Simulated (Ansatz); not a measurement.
Calculated with Ansatz (gas phase, PBE0-D4/def2-TZVP geometries, no zero-point term in ΔE). CBS: MP2 limit from def2 TZ/QZ plus the TZ coupled-cluster correction, frozen cores. This one scheme is used for every species. Functionals use def2-TZVPP. B3LYP here is the variant with VWN-RPA as its local correlation; programs differ in this. Each species was taken in one conformer, which may not be the lowest.

`[CH3][Al]([CH3])[C]#N` + `OB(O)O` → `[CH3][Al]([CH3])[O]B(O)O` + `C#N`  (ligand exchange at the Al–C bond)

| level | ΔE (kJ/mol) | difference from CCSD(T)/CBS |
| --- | --- | --- |
| PBE-D4 | -61.8 | 6.3 |
| r2SCAN-D4 | -67.1 | 1.0 |
| B3LYP-D4 | -70.1 | -2.0 |
| ωB97X-V | -65.7 | 2.4 |
| ωB97M-V | -65.7 | 2.4 |
| B2PLYP | -67.8 | 0.3 |
| r2SCAN | -65.9 | 2.2 |
| PBE0 | -59.0 | 9.1 |
| B3LYP | -65.6 | 2.5 |
| CCSD(T)/def2-TZVPP | -68.1 | 0.0 |
| HF/def2-QZVPP | -66.3 | 1.8 |
| MP2/def2-QZVPP | -68.6 | -0.5 |
| SCS-MP2/def2-QZVPP | -68.9 | -0.8 |
| HF/CBS(def2) | -66.4 | 1.7 |
| MP2/CBS(def2) | -68.2 | -0.1 |
| CCSD/CBS(def2) | -68.4 | -0.3 |
| CCSD(T)/CBS | -68.1 | 0 |

Largest T1 diagnostic among the species: 0.014.

The D4 term adds −4.5 kJ/mol with B3LYP and −2.8 kJ/mol with PBE0; it sums over pairs of atoms, weighted by their polarisabilities, and B3LYP, whose exchange is more repulsive, gets the larger term.
